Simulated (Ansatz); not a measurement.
Reaction (redistribution): `C[SiH2][SiH]([AlH2])Cl` + `C[NH][GeH3]` → `C[SiH2][NH][GeH3]` + `C[SiH]([AlH2])Cl`

Calculated with Ansatz (gas phase, PBE0-D4/def2-TZVP geometries, no zero-point term in ΔE). CCSD(T)/CBS adds triple-zeta CCSD(T) − MP2 to the extrapolated MP2 energy (def2 sets, frozen cores). Functionals use def2-TZVPP. For Ge outer-core shells are correlated without core-valence functions, which leaves a few kJ/mol of doubt a bond. Scalar relativity is left out up to krypton. One conformer a species, not always the lowest.

```json
{"species": "`C[SiH2][SiH]([AlH2])Cl`", "ωB97M-V energy (Eh)": "-1324.50184"}
{"species": "`C[NH][GeH3]`", "ωB97M-V energy (Eh)": "-2173.92109"}
{"species": "`C[SiH2][NH][GeH3]`", "ωB97M-V energy (Eh)": "-2464.65209"}
{"species": "`C[SiH]([AlH2])Cl`", "ωB97M-V energy (Eh)": "-1033.82515"}
```

Work out ΔE.

ΔE = (-2464.65209) + (-1033.82515) − (-1324.50184) − (-2173.92109) = -0.05431 Eh = -34.1 kcal/mol. CCSD(T)/CBS gives -33.2 kcal/mol.

Largest T1 diagnostic among the species: 0.011.

From PBE to PBE0 (25 % exact exchange), in def2-TZVPP and without D4, ΔE moves by −2.1 kcal/mol.
